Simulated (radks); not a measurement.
Numerical settings for neutral sulfur, [Ne] 3s2 3p4. Method: Dirac Kohn-Sham, PBE, spin-unpolarised, spherical densities, finite nucleus; open shells are shared between the two j in proportion to 2j + 1; Fermi nuclear charge, rms radius 3.2611 fm; computed with a radial shooting solver on a logarithmic mesh with Libxc functionals. The defaults (mesh step 0.008 in ln r, mesh end at 40 bohr or more with all orbitals vanishing there, Anderson mixing 0.5 over 9 steps, residual threshold near 1e-9 with the energy settled to 1e-9 hartree or 1e-11 of itself, here a cap of 98 iterations) give E = -399.0465 hartree and 3p3/2 at -6.980 eV in 13 iterations. Run on one thread of a shared host, so times are rough (Intel(R) Xeon(R) 6975P-C): 0.05 s of CPU time, 0.05 s wall, 13 iterations on 2309 mesh points. Changes against that run (0 stands for a change within the tolerance of the run):

setting                     iterations         converged  E (mhartree)  e(3p3/2) (meV)  CPU (s)
mesh step in ln r 0.012             13               yes             0               0     0.03
mesh step in ln r 0.02              13               yes             0               0     0.02
mesh step in ln r 0.08              13               yes      -0.00888        -0.00935     0.01
mesh end (bohr) 2                   13  level above zero     +7.23e+03       +5.76e+04     0.03
mesh end (bohr) 1                   13  level above zero     +8.68e+04       +4.57e+05     0.03
residual threshold 1e-13            98                no             0               0     0.18
residual threshold 0.001             9               yes             0               0     0.04
mixing 1.5                          14               yes             0               0     0.05
linear mixing, mixing 0.8           28               yes             0               0     0.08
linear mixing, mixing 0.05          98                no      +0.00149           -32.8     0.28
mixing history 2                    16               yes             0               0     0.05
iteration cap 2                      2                no         +29.3       -4.67e+03     0.01

Settled on a wrong energy, with an occupied level pushed above zero by the early mesh end: mesh end (bohr) 2 (+7.23 hartree); mesh end (bohr) 1 (+86.8 hartree). Apart from these: no run marked as converged misses the energy by more than 1 mhartree. A mesh that ends early acts as a hard wall.
